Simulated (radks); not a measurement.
The numbers below are computed, except where a source is named.
Task: Valence configurations of the phosphorus ion P3+ (all share [Ne]). Level of theory: Dirac Kohn-Sham, PBE, spin-unpolarised, spherical densities, finite nucleus; open shells are shared between the two j in proportion to 2j + 1; Fermi nuclear charge, rms radius 3.1889 fm (a radial shooting solver on a logarithmic mesh with Libxc functionals). Order these by energy: 3s1 3p1; 3s2; 3s0.5 3p1.5; 3s1.5 3p0.5; 3p2.

Result: From the lowest, in eV above it: 3s2 0.000; 3s1.5 3p0.5 5.136; 3s1 3p1 10.280; 3s0.5 3p1.5 15.433; 3p2 20.593. NIST lists [Ne] 3s2 as the ground configuration; this level of theory agrees among the configurations tried. The energies are those of spherical spin-averaged densities, not of single terms.
